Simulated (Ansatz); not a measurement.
C18H22, a cluster. The state is a singlet with charge 0. Geometry PBE-D4/def2-SVP.

Cartesian coordinates in Å:
```
C 0.6511 8.0362 5.6861
C 0.6628 6.7844 4.8706
C -0.3492 6.3797 4.0525
C -0.3985 5.1888 3.2260
C 0.6257 4.2998 2.9928
C 0.5731 3.1073 2.1919
C -0.5258 2.5751 1.5436
C -0.4919 1.3881 0.7605
C -1.5935 0.8514 0.1168
C -1.6402 -0.3344 -0.6842
C -0.5925 -1.1857 -0.9882
C -0.7208 -2.3532 -1.7920
C 0.3172 -3.2117 -2.1031
C 0.1851 -4.3842 -2.9059
C 1.2242 -5.2337 -3.2112
C 1.1702 -6.4416 -4.0116
C 0.0755 -6.9984 -4.6020
C 0.0893 -8.2503 -5.4171
H 0.7706 7.8170 6.7710
H -0.2881 8.6100 5.5518
H 1.5023 8.7023 5.4188
H 1.5667 6.1531 4.9577
H -1.2489 7.0211 4.0103
H -1.3679 5.0014 2.7325
H 1.6054 4.5135 3.4542
H 1.5238 2.5550 2.0888
H -1.5026 3.0845 1.6300
H 0.4841 0.8770 0.6756
H -2.5478 1.3949 0.2321
H -2.6276 -0.5949 -1.1045
H 0.4148 -0.9642 -0.5918
H -1.7259 -2.5842 -2.1912
H 1.3228 -2.9821 -1.7047
H -0.8250 -4.6041 -3.2966
H 2.2173 -4.9730 -2.8044
H 2.1359 -6.9622 -4.1482
H -0.9075 -6.5062 -4.4806
H -0.2929 -8.0693 -6.4464
H -0.5788 -9.0265 -4.9810
H 1.1074 -8.6807 -5.4991
```

Single mean-field runs in def2-TZVP are fitted with def2-universal-jkfit. The restricted singlet is unstable towards broken spin symmetry in Hartree–Fock (as tested in another run); at PBE-D4/def2-SVP, r2SCAN-D4/def2-TZVP, PBE0-D4/def2-SVP, PBE0-D4/def2-TZVP and others this wasn't settled. Another isomer (singlet) lies 4.45 eV lower at PBE0-D4/def2-TZVP; other spin states weren't run for this one.

Task: Estimate the orbital energies around the gap (eV) in Ansatz with PBE-D4/def2-SVP, r2SCAN-D4/def2-TZVP, PBE0-D4/def2-SVP, PBE0-D4/def2-TZVP, ωB97X-V/def2-TZVP.

Result: 
```
orbital  PBE-D4/def2-SVP  r2SCAN-D4/def2-TZVP  PBE0-D4/def2-SVP  PBE0-D4/def2-TZVP  ωB97X-V/def2-TZVP
HOMO−13            -8.61                -9.01            -10.14             -10.16             -12.76
HOMO−12            -8.60                -9.00            -10.05             -10.07             -12.67
HOMO−11            -8.44                -8.82             -9.98              -9.98             -12.46
HOMO−10            -8.35                -8.73             -9.89              -9.89             -12.40
 HOMO−9            -8.34                -8.72             -9.76              -9.78             -12.37
 HOMO−8            -8.22                -8.62             -9.73              -9.75             -12.25
 HOMO−7            -8.13                -8.52             -9.64              -9.67             -12.13
 HOMO−6            -7.96                -8.34             -9.46              -9.48             -11.94
 HOMO−5            -7.90                -8.27             -9.24              -9.27             -11.82
 HOMO−4            -7.38                -7.71             -8.64              -8.66             -11.13
 HOMO−3            -6.72                -7.01             -7.87              -7.90             -10.21
 HOMO−2            -5.96                -6.21             -6.98              -7.01              -9.17
 HOMO−1            -5.12                -5.31             -5.97              -6.00              -7.93
   HOMO            -4.22                -4.35             -4.86              -4.89              -6.62
   LUMO            -3.05                -3.10             -2.52              -2.58              -0.85
 LUMO+1            -2.07                -2.07             -1.33              -1.42               0.51
 LUMO+2            -1.14                -1.12             -0.23              -0.38               1.74
 LUMO+3            -0.07                 0.01              0.98               0.81               3.02
 LUMO+4             0.58                 0.53              1.63               1.16               3.06
 LUMO+5             0.77                 1.01              1.71               1.29               3.29
```
